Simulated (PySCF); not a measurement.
Sr(F)2 cation (F2Sr), SMILES [Sr]([F])[F] (connectivity only; charge and spin as stated), charge +1, multiplicity 2. Atoms are numbered in the order given.

```xyz
3

Sr     0.0000     0.0000     0.6354
F      0.0000    -1.0022    -1.3414
F      0.0000     1.0022    -1.3414
```
Charge +1, spin multiplicity 2.

Coordinates come from a B3LYP-D3(BJ)/def2-TZVP optimisation. The multiplicity is an assumed one; other spin states were not compared. The isomer is the one that the SMILES or the coordinates give; other isomers of the formula were not compared. The def2 effective core potentials stand for the cores of Sr; spin–orbit coupling is left out.

These are PBE/def2-TZVPD (PySCF) values and carry that method's errors.

Mulliken values depend strongly on the basis, most of all with diffuse functions as here. ESP charges are fitted to the potential on shells at 1.4 to 2.0 van der Waals radii. Atomic charges (e):

| atom | ESP fit | Mulliken | Mulliken spin |
|---|---|---|---|
| Sr1 | ___ | 1.82 | -0.02 |
| F2 | ___ | -0.41 | 0.51 |
| F3 | ___ | -0.41 | 0.51 |

Task: Complete the blanks. (An estimate is asked for; the answer gives what the named calculation found.)

Result: 
- Sr1, ESP fit: 1.55
- F2, ESP fit: -0.27
- F3, ESP fit: -0.27
